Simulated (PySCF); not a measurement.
PySCF input file for InI2, SMILES [In+]([I])[I], charge +1, TDDFT-M06-2X/def2-SVPD. Geometry optimised at B3LYP-D3(BJ)/def2-SVP. The multiplicity is an assumed one; other spin states were not compared. The isomer is the one that the SMILES or the coordinates give; other isomers of the formula were not compared. The def2 effective core potentials stand for the cores of I, In; spin–orbit coupling is left out.

```python
import numpy as np
from pyscf import gto, scf, dft, tdscf

mol = gto.M(
    atom='''
    In    0.00000000    0.00000000    0.00000000
    I     0.00000000    0.00000000   -2.59290623
    I     0.00000000    0.00000000    2.59290623
    ''',
    basis='def2-SVPD',
    ecp={'I': 'def2-svp', 'In': 'def2-svp'},
    charge=1,
    spin=0,
    symmetry=True,
    symmetry_subgroup='D2h',
    max_memory=1600,
    verbose=4,
)
mf = dft.RKS(mol, xc='m06-2x').density_fit(auxbasis='def2-universal-jkfit')
mf.grids.level = 4
mf.conv_tol = 1e-9
mf.max_cycle = 100
mf.kernel()
mf.grids = dft.Grids(mol).set(level=2).build(with_non0tab=True)  # coarser grid for the response kernel
td = tdscf.TDDFT(mf)
td.singlet = True
td.nstates = 10
td.conv_tol = 1e-4
td.positive_eig_threshold = 1e-6
td.kernel(x0=td.get_init_guess(mf, 15))
td.analyze()
tt = tdscf.TDA(mf)
tt.singlet = False
tt.nstates = 4
tt.conv_tol = 1e-4
tt.positive_eig_threshold = 1e-6
tt.kernel(x0=tt.get_init_guess(mf, 9))
tt.analyze(verbose=3)
```

It prints:

```
PySCF version 2.14.0

[INPUT] verbose = 4
[INPUT] num. atoms = 3
[INPUT] num. electrons = 70
[INPUT] charge = 1
[INPUT] spin (= nelec alpha-beta = 2S) = 0
[INPUT] symmetry True subgroup D2h
[INPUT] Mole.unit = angstrom
[INPUT] Symbol           X                Y                Z      unit          X                Y                Z       unit  Magmom
[INPUT]  1 In     0.000000000000   0.000000000000   0.000000000000 AA    0.000000000000   0.000000000000   0.000000000000 Bohr   0.0
[INPUT]  2 I      0.000000000000   0.000000000000  -2.592906230000 AA    0.000000000000   0.000000000000  -4.899882641379 Bohr   0.0
[INPUT]  3 I      0.000000000000   0.000000000000   2.592906230000 AA    0.000000000000   0.000000000000   4.899882641379 Bohr   0.0

nuclear repulsion = 278.067884421142
point group symmetry = Dooh, use subgroup D2h
symmetry origin: [0. 0. 0.]
symmetry axis x: [1. 0. 0.]
symmetry axis y: [0. 1. 0.]
symmetry axis z: [0. 0. 1.]
num. orbitals of irrep Ag = 27
num. orbitals of irrep B1g = 6
num. orbitals of irrep B2g = 11
num. orbitals of irrep B3g = 11
num. orbitals of irrep Au = 3
num. orbitals of irrep B1u = 20
num. orbitals of irrep B2u = 12
num. orbitals of irrep B3u = 12
number of shells = 38
number of NR pGTOs = 207
number of NR cGTOs = 102
basis = def2-SVPD
ecp = {'I': 'def2-svp', 'In': 'def2-svp'}


[settings echo left out]
init E= -700.056442711121
HOMO (B3g) = -1.6694499302833  LUMO (Ag) = -1.49938481408489  gap/eV = 4.62771
cycle= 1 E= -782.811431865229  delta_E= -82.8  |g|= 3.77  |ddm|= 17.3
HOMO (B2g) = -0.264693977876766  LUMO (B3u) = -0.166914244246277  gap/eV = 2.66072
cycle= 2 E= -783.984713358099  delta_E= -1.17  |g|= 2.31  |ddm|= 10.1
HOMO (B2g) = -0.545567823122628  LUMO (Ag) = -0.275561982206652  gap/eV = 7.34723
cycle= 3 E= -785.013116080897  delta_E= -1.03  |g|= 0.58  |ddm|= 3.46
HOMO (B3g) = -0.516312235658865  LUMO (Ag) = -0.316810556794771  gap/eV = 5.42872
cycle= 4 E= -785.121248842123  delta_E= -0.108  |g|= 0.201  |ddm|= 1.22
HOMO (B2g) = -0.511951513505844  LUMO (Ag) = -0.291122243007466  gap/eV = 6.00907
cycle= 5 E= -785.136083164101  delta_E= -0.0148  |g|= 0.0164  |ddm|= 0.351
HOMO (B2g) = -0.514842434233321  LUMO (Ag) = -0.293447074517521  gap/eV = 6.02447
cycle= 6 E= -785.13617675979  delta_E= -9.36e-05  |g|= 0.00441  |ddm|= 0.039
HOMO (B3g) = -0.514831731661009  LUMO (Ag) = -0.293105367290912  gap/eV = 6.03348
cycle= 7 E= -785.136186867114  delta_E= -1.01e-05  |g|= 0.000953  |ddm|= 0.00932
HOMO (B3g) = -0.514720613790943  LUMO (Ag) = -0.293034759796528  gap/eV = 6.03238
cycle= 8 E= -785.136187460063  delta_E= -5.93e-07  |g|= 0.000151  |ddm|= 0.0027
HOMO (B2g) = -0.514718361099903  LUMO (Ag) = -0.293023931747599  gap/eV = 6.03261
cycle= 9 E= -785.136187491392  delta_E= -3.13e-08  |g|= 2.11e-05  |ddm|= 0.000836
HOMO (B2g) = -0.514717906803233  LUMO (Ag) = -0.293026130011924  gap/eV = 6.03254
cycle= 10 E= -785.136187491836  delta_E= -4.44e-10  |g|= 4.37e-06  |ddm|= 0.000107
HOMO (B3g) = -0.514718622008793  LUMO (Ag) = -0.293025546823284  gap/eV = 6.03258
Extra cycle  E= -785.136187491837  delta_E= -1.14e-12  |g|= 4.81e-06  |ddm|= 1.72e-05
converged SCF energy = -785.136187491837
tot grids = 42136
Overwritten attributes  positive_eig_threshold  of <class 'pyscf.tdscf.rks.TDDFT'>


******** <class 'pyscf.tdscf.rks.TDDFT'> for <class 'pyscf.df.df_jk.DFSymAdaptedRKS'> ********
nstates = 10 singlet
deg_eia_thresh = 1.000e-03
wfnsym = None
conv_tol = 0.0001
eigh lindep = 1e-12
eigh level_shift = 0
eigh max_cycle = 100


Excitation energies (eV)
[3.16044807 3.16044807 3.55801447 3.55801448 4.85343447 4.90644831
 4.97510075 4.97578837 5.13669814 5.38394136]

** Singlet excitation energies and oscillator strengths **
Excited State   1:  B2g      3.16045 eV    392.30 nm  f=0.0000
      34 -> 36        0.70331
Excited State   2:  B3g      3.16045 eV    392.30 nm  f=0.0000
      35 -> 36        0.70331
Excited State   3:  B3u      3.55801 eV    348.46 nm  f=0.0090
      33 -> 36        0.70175
Excited State   4:  B2u      3.55801 eV    348.46 nm  f=0.0090
      32 -> 36        0.70175
Excited State   5:   Au      4.85343 eV    255.46 nm  f=0.0000
      34 -> 37        0.49729
      35 -> 38       -0.49729
Excited State   6:  B1u      4.90645 eV    252.70 nm  f=0.0285
      31 -> 36       -0.46252
      34 -> 38        0.37572
      35 -> 37        0.37572
Excited State   7:   Au      4.97510 eV    249.21 nm  f=0.0000
      34 -> 37        0.49801
      35 -> 38        0.49801
Excited State   8:  B1u      4.97579 eV    249.17 nm  f=0.0000
      34 -> 38       -0.49801
      35 -> 37        0.49801
Excited State   9:  B1g      5.13670 eV    241.37 nm  f=0.0000
      32 -> 38       -0.49672
      33 -> 37        0.49672
Excited State  10:  B1g      5.38394 eV    230.29 nm  f=0.0000
      32 -> 38        0.49776
      33 -> 37        0.49776

** Transition electric dipole moments (AU) **
state          X           Y           Z        Dip. S.      Osc.
  1        -0.0000      0.0000     -0.0000      0.0000      0.0000
  2         0.0000      0.0000     -0.0000      0.0000      0.0000
  3         0.3216     -0.0000      0.0000      0.1034      0.0090
  4        -0.0000      0.3216      0.0000      0.1034      0.0090
  5        -0.0000     -0.0000      0.0000      0.0000      0.0000
  6        -0.0000     -0.0000     -0.4868      0.2370      0.0285
  7        -0.0000      0.0000      0.0000      0.0000      0.0000
  8         0.0000     -0.0000     -0.0000      0.0000      0.0000
  9         0.0000     -0.0000     -0.0000      0.0000      0.0000
 10         0.0000      0.0000     -0.0000      0.0000      0.0000

WARN: ECP detected. Skipping calculation of transition velocity and magnetic dipole moments, which have not yet been implemented.

Overwritten attributes  positive_eig_threshold  of <class 'pyscf.tdscf.rks.TDA'>


******** <class 'pyscf.tdscf.rks.TDA'> for <class 'pyscf.df.df_jk.DFSymAdaptedRKS'> ********
nstates = 4 triplet
deg_eia_thresh = 1.000e-03
wfnsym = None
conv_tol = 0.0001
eigh lindep = 1e-12
eigh level_shift = 0
eigh max_cycle = 100


Excitation energies (eV)
[2.8276751  2.8276751  3.16746085 3.16746085]

** Triplet excitation energies and oscillator strengths **
Excited State   1:  B3g      2.82768 eV    438.47 nm  f=0.0000
Excited State   2:  B2g      2.82768 eV    438.47 nm  f=0.0000
Excited State   3:  B3u      3.16746 eV    391.43 nm  f=0.0000
Excited State   4:  B2u      3.16746 eV    391.43 nm  f=0.0000
```

The calculation finished and met its thresholds.

Cost: roughly 120 core-seconds.
